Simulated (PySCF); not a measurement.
These are B3LYP-D3(BJ)/def2-TZVP run with PySCF values and carry that method's errors. All species are isolated molecules in the gas phase. B3LYP has the VWN-RPA correlation part, as in Gaussian. Excitations are Tamm–Dancoff values on a coarser integration grid. The basis has no diffuse functions, so Rydberg states are missing or too high.

Reference species (SMILES): `N#CN` (neutral, multiplicity 1).

The S1 excitation (TDA) is 6.41 eV and the S1 oscillator strength is 0.002.

Changed species: `COC#N` (X = methoxy; the reference has X = amino).

**Question.** What does the change do to the S1 excitation (TDA) and S1 oscillator strength?

**Answer.** the S1 excitation (TDA) rises by 0.71 eV, to 7.12 eV; the S1 oscillator strength stays essentially unchanged.
